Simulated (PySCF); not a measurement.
# Spinor energies of Kr(32+) (krypton, charge +32)

Start: [He] 2s2. Calculated with PySCF 2.14 in an even-tempered Gaussian basis (17 s from 12 bohr⁻², ratio 2.4; 12 p from 16 bohr⁻², ratio 2.4; 5 d from 52 bohr⁻², ratio 2.6; 4 f from 78 bohr⁻², ratio 2.6): generalised Hartree-Fock with the X2C-1e Hamiltonian and a Gaussian nucleus; one run each with spin-orbit coupling (SO) switched off, then screened by Boettger's factors.

```json
{"spinor shell": "1s1/2", "electrons": "2", "ε, spin-free (eV)": "-16930.3", "ε, screened SO (eV)": "-16930.3", "weight of nominal j (screened SO)": "1.000", "rms radius, screened SO (bohr)": "0.0473"}
{"spinor shell": "2s1/2", "electrons": "2", "ε, spin-free (eV)": "-3966.0", "ε, screened SO (eV)": "-3966.0", "weight of nominal j (screened SO)": "1.000", "rms radius, screened SO (bohr)": "0.184"}
```

```json
{"quantity": "E (hartree)", "spin-free": "-1592.67875", "screened SO": "-1592.67875"}
{"quantity": "M_J", "spin-free": "0", "screened SO": "0"}
{"quantity": "⟨J²⟩", "spin-free": "0.000", "screened SO": "0.000"}
{"quantity": "⟨L²⟩", "spin-free": "0.000", "screened SO": "0.000"}
{"quantity": "⟨S²⟩", "spin-free": "0.000", "screened SO": "0.000"}
```

Without spin-orbit coupling the j labels of p, d and f shells carry no meaning; the spin-free column gives the mean over the occupied spinors of each nl shell.
